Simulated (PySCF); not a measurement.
# Partial charges of `[SiH3]Oc1ccoc1`

Species: C₄H₆O₂Si.
Z-matrix (Å and degrees, PBE0-D3(BJ)/def2-SVP geometry), rows numbered from 1:
```
Si
O   1  1.6762
C   2  1.3465  1  126.61
C   3  1.4345  2  128.36  1    -0.19
C   4  1.3640  3  105.28  2  -179.98
O   5  1.3414  4  110.78  3    -0.03
C   6  1.3527  5  108.04  4     0.06
H   1  1.4850  2  105.38  3   179.87
H   1  1.4939  2  110.49  3   -60.37
H   1  1.4939  2  110.49  3    60.16
H   4  1.0884  3  127.95  2     0.01
H   5  1.0872  4  132.73  3   179.96
H   7  1.0852  3  132.87  2     0.04
```

Density: PBE0/pcSseg-1 (PySCF); schemes: Mulliken, IAO, Hirshfeld and ESP-fitted. One conformer (not necessarily the lowest) at the PBE0-D3(BJ)/def2-SVP geometry, without solvent, vibrations or thermal averaging.

For which atoms does the sign change between the 4 schemes (beyond +0.03 e in one, beyond −0.03 e in another)?

C7. Atomic charges aren't observables, and each scheme defines them in its own way.

Do the Mulliken, IAO, Hirshfeld and ESP-fitted schemes agree on where the charge is highest?

All schemes agree: Mulliken Si1 (+0.668); IAO Si1 (+0.840); Hirshfeld Si1 (+0.393); ESP-fitted Si1 (+0.583).

Do the Mulliken, IAO, Hirshfeld and ESP-fitted schemes agree on where the charge is lowest?

All schemes agree: Mulliken O2 (-0.623); IAO O2 (-0.573); Hirshfeld O2 (-0.204); ESP-fitted O2 (-0.426).

Give the atomic charges in each scheme.

In e:

```
atom                        environment  Mulliken     IAO  Hirshfeld  ESP-fitted
 Si1               oxygen-bound silicon    +0.668  +0.840     +0.393      +0.583
  O2                 silyl ether oxygen    -0.623  -0.573     -0.204      -0.426
  C3     aromatic carbon bearing oxygen    +0.166  +0.144     +0.036      +0.330
  C4                 aromatic CH carbon    -0.249  -0.274     -0.108      -0.396
  C5  aromatic CH next to a ring oxygen    +0.172  +0.017     +0.008      -0.017
  O6                  furan-type oxygen    -0.362  -0.226     -0.066      -0.141
  C7  aromatic CH next to a ring oxygen    +0.155  -0.051     -0.025      -0.191
  H8                      Si–H hydrogen    -0.088  -0.111     -0.065      -0.087
  H9                      Si–H hydrogen    -0.096  -0.137     -0.076      -0.110
 H10                      Si–H hydrogen    -0.096  -0.137     -0.076      -0.110
 H11                  aromatic hydrogen    +0.120  +0.163     +0.055      +0.202
 H12                  aromatic hydrogen    +0.115  +0.171     +0.066      +0.170
 H13                  aromatic hydrogen    +0.118  +0.175     +0.064      +0.193
```

Mean size of the charges over all atoms: Mulliken 0.233 e, IAO 0.232 e, ESP-fitted 0.227 e, Hirshfeld 0.096 e. Each set sums to the total charge, 0, to within 0.001 e. The IAO scheme projects the occupied orbitals on a minimal set of polarised atomic orbitals and counts the electrons in each atom's part of it. The Hirshfeld scheme weights the molecular density at each point by an atom's share of the summed free-atom densities.

How closely do the schemes follow one another over all atoms?

Correlation coefficient and root-mean-square difference: IAO with Hirshfeld 0.99, 0.185 e; Mulliken with IAO 0.95, 0.100 e; IAO with ESP-fitted 0.94, 0.114 e; Mulliken with Hirshfeld 0.91, 0.185 e; Hirshfeld with ESP-fitted 0.91, 0.162 e; Mulliken with ESP-fitted 0.86, 0.156 e.

Sum the charges by element, for elements with more than one atom.

```tsv
element	atoms	Mulliken	IAO	Hirshfeld	ESP-fitted
O	2	-0.986	-0.799	-0.270	-0.567
C	4	+0.245	-0.164	-0.090	-0.274
H	6	+0.073	+0.123	-0.033	+0.258
```

How many electrons does the IAO scheme count on C3?

Z − q = 6 − (+0.144) = 5.856.

The run behind these numbers computed NMR shieldings as well. The run took 15 s on x86-64 server, one thread, on a shared host.
